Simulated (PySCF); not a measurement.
These are PBE-D3(BJ)/def2-TZVP // PBE0-D3(BJ)/def2-SVP (PySCF) values and carry that method's errors. Gas-phase values, no solvent. One relaxed conformer stands for a flexible species; it need not be the lowest. Delta-SCF ions had no search for a lower state. Excitations are Tamm–Dancoff values on a coarser integration grid. The basis has no diffuse functions, so Rydberg states are missing or too high.

Reference species (SMILES): `Bc1c(O)cc2cccccc1-2` (neutral, multiplicity 1).

brightest of the four lowest singlets (TDA): 4.51 eV
vertical ionisation energy (Delta-SCF): 7.76 eV

Changed species: `Bc1ccc2ccc(O)ccc1-2`.

What does the change do to the brightest of the four lowest singlets (TDA) and vertical ionisation energy (Delta-SCF)?

the brightest of the four lowest singlets (TDA) falls by 0.68 eV, to 3.83 eV; the vertical ionisation energy (Delta-SCF) falls by 0.11 eV, to 7.65 eV.
